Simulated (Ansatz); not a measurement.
A single point on `C[Si](N)F` radical.

```yaml
crystal:
  periodic: [false, false, false]
  atoms:
    - {symbol: C, position_ang: [-0.509760, 1.045963, -0.656119]}
    - {symbol: Si, position_ang: [0.772280, -0.273063, -0.330643]}
    - {symbol: N, position_ang: [0.401675, -1.030399, 1.166385]}
    - {symbol: F, position_ang: [0.655391, -1.423630, -1.451456]}
    - {symbol: H, position_ang: [-0.321872, 1.541794, -1.609781]}
    - {symbol: H, position_ang: [-0.488983, 1.804643, 0.130073]}
    - {symbol: H, position_ang: [-1.504877, 0.592025, -0.682904]}
    - {symbol: H, position_ang: [0.170354, -0.454442, 1.961490]}
    - {symbol: H, position_ang: [0.914392, -1.849093, 1.456054]}
basis:
  gaussian: {orbitals: def2-QZVPP}
magnetization: {spin_polarized: true, initial_magnetization: 1}
correlation: {method: mp2}
scf: {omitted_lower_state_checks: [cluster_reference]}
```

```sh
$ ansatz run in.yaml --threads 4 --pin off --events-out ev --progress --plain --max-ram 10444MiB
```

Output, abridged:

```
Functional definition: HF
2324 factors; integrals over basis functions are off by at most 1.1e-3 eV
mean field evaluation 1: about -13159.7083 eV, gradient 3.3e1 eV
mean field evaluation 2: about -13159.7104 eV, gradient 3.3e1 eV
mean field evaluation 4: about -13164.4910 eV, gradient 3.1e0 eV
mean field evaluation 8: about -13164.6082 eV, gradient 1.8e-1 eV
mean field -13164.60898457 eV, -483.7904568904 hartree, gradient 3.3e-6 eV, S^2 0.754649; 0 other end points of the search recorded, 0 dependent functions left out
8 core orbitals not correlated: weight in the atoms' cores, before any rotation towards them, 1.000 or more for the frozen orbitals, at most 0.000 for the correlated occupied ones
reference -13164.60898457 eV, -483.7904568904 hartree; 13, 12 occupied and 370, 371 virtual orbitals, 2324 factors
second order -21.79520721 eV of doubles, -0.00000000 eV of singles
Total energy: -13186.40419178 eV, -484.5914159821 hartree
Checks for a lower state left out: cluster_reference
```

It took 16 s on 4 threads of an Arm Neoverse V2 on a shared host, with 1.8 GiB of host memory at the peak.
